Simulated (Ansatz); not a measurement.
A nudged elastic band was laid between two geometries of ClH$_{3}$SSi$_{2}$ (7 atoms, charge 0, multiplicity 1).

Computed with RKS BHLYP/def2-SVP in Ansatz 0.2.0.

```
movable images  : 5
climbing image  : from the first iteration
spring          : 5.0 eV/Å²
optimiser       : fire
start path      : IDPP
force threshold : 0.05 eV/Å
iteration limit : 60
end points      : relaxed
```

Image 0:

```xyz
7
Properties=species:S:1:pos:R:3
Si -0.636 1.632 -0.393
Si -0.039 -0.474 0.016
S 1.572 -1.038 1.281
Cl -0.204 -1.899 -1.467
H -2.039 1.539 -0.887
H -0.680 2.263 0.957
H 2.027 -2.023 0.491
```

Image 6:

```xyz
7
Properties=species:S:1:pos:R:3
Si -0.488 1.445 -0.554
Si -0.017 -0.720 -0.238
S 1.620 -1.504 0.855
Cl -0.368 -2.118 -1.703
H -1.925 1.423 -0.952
H -0.448 1.971 0.845
H 1.625 -0.498 1.746
```

(1) What changes between the two ends?

(2) Give the energies along the band, and the barrier.

(3) What is the geometry of the highest image?

The band took 30 iterations and of the order of 9 core-minutes.

## Answers

(1) No bond is made or broken. The dihedral Cl4–Si2–S3–H7 goes from 10 to -178°.

(2) The run converged. The highest image is number 3 of 0 to 6, 3.5 kcal/mol above the first end and 4.1 kcal/mol above the last; the last end lies 0.7 kcal/mol below the first. Another band between the same ends (5 images) ends at a top of the same energy, where a vibrational analysis finds 1 clearly imaginary mode.

| image | path coordinate (Å) | energy (kcal/mol) | dihedral Cl4–Si2–S3–H7 (°) |
| --- | --- | --- | --- |
| 0 | 0.00 | 0.0 | 10 |
| 1 | 0.62 | 0.7 | 37 |
| 2 | 1.24 | 2.2 | 68 |
| 3 | 1.86 | 3.5 | 106 |
| 4 | 2.33 | 2.3 | 137 |
| 5 | 2.80 | 0.1 | 165 |
| 6 | 3.27 | -0.7 | -178 |

(3) 
```xyz
7
Properties=species:S:1:pos:R:3
Si -0.387 1.357 -0.467
Si -0.312 -0.748 0.111
S 1.247 -1.522 1.359
Cl -0.960 -2.193 -1.212
H -1.597 1.703 -1.247
H -0.219 2.245 0.707
H 2.229 -0.841 0.749
```

Time of the run: 8.7 min on 1 thread of Arm Neoverse V1 (shared host), peak memory 0.18 GiB.
